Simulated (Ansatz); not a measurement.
Start from `O[SiH](O)N[SiH](F)F` and change one atom or group to get `C[SiH](F)N[SiH](O)O`.

Ansatz, PBE0-D4/def2-TZVP geometries, multiplicity 1. Each molecule was computed in one conformer, which needn't be the lowest.

| property | `O[SiH](O)N[SiH](F)F` |
| --- | --- |
| HOMO–LUMO gap (PBE/def2-TZVPP) / eV | 6.73 |
| LUMO energy (PBE/def2-TZVPP) / eV | -0.28 |
| size of the dipole moment (B3LYP/def2-TZVPP) / D | 2.18 |
| HOMO energy (PBE/def2-TZVPP) / eV | -7.01 |
| HOMO–LUMO gap (ωB97M-V/def2-TZVPP) / eV | 12.93 |
| HOMO–LUMO gap (B3LYP/def2-TZVPP) / eV | 8.48 |

(1) What does the change do to each property? (Best estimate.)

Answers

(1) Ansatz gave: 
```
                                        property  `C[SiH](F)N[SiH](O)O`  shift
             HOMO–LUMO gap (PBE/def2-TZVPP) / eV                   6.45  -0.28
               LUMO energy (PBE/def2-TZVPP) / eV                  -0.24   0.04
size of the dipole moment (B3LYP/def2-TZVPP) / D                   3.32   1.14
               HOMO energy (PBE/def2-TZVPP) / eV                  -6.69   0.32
         HOMO–LUMO gap (ωB97M-V/def2-TZVPP) / eV                  12.44  -0.49
           HOMO–LUMO gap (B3LYP/def2-TZVPP) / eV                   8.13  -0.35
```

Dipoles are sizes alone; their direction can turn.

B3LYP here is the variant with VWN-RPA as its local correlation; programs differ in this.
